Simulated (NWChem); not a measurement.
A series in which one site is exchanged, each optimised at PBE0/def2-SVP with NWChem, gas phase unless a solvent is named. For some, no frequency run checked for a minimum. def2 effective core potentials on Zr; no spin-orbit coupling.

A: [F][Ge]([F])([F])[Cl] (GeClF$_{3}$; site = Ge)
B: FC(Cl)(F)F (CClF$_{3}$; site = C)
C: [F][Zr]([F])([F])[Cl] (ZrClF3; site = Zr)
D: [F][Ti]([F])([F])[Cl] (TiClF$_{3}$; site = Ti)

| quantity | A | B | C | D |
|---|---|---|---|---|
| dipole (D), PBE0/def2-SVP | 1.19 | 0.24 | ? | 0.02 |
| orbital gap (eV), PBE0/def2-SVP | 8.78 | 10.76 | ? | 6.77 |
| vertical ionisation energy, ΔSCF, CAM-B3LYP/def2-SVP (eV) | 13.42 | 12.99 | ? | 12.69 |
| lowest singlet excitation, CAM-B3LYP/def2-SVPD, TDA (eV) | 7.08 | 7.99 | ? | 5.18 |

Q: What belongs in the gaps?

A: 
- dipole (D), PBE0/def2-SVP, C: 0.19
- orbital gap (eV), PBE0/def2-SVP, C: 8.21
- vertical ionisation energy, ΔSCF, CAM-B3LYP/def2-SVP (eV), C: 12.60
- lowest singlet excitation, CAM-B3LYP/def2-SVPD, TDA (eV), C: 6.76
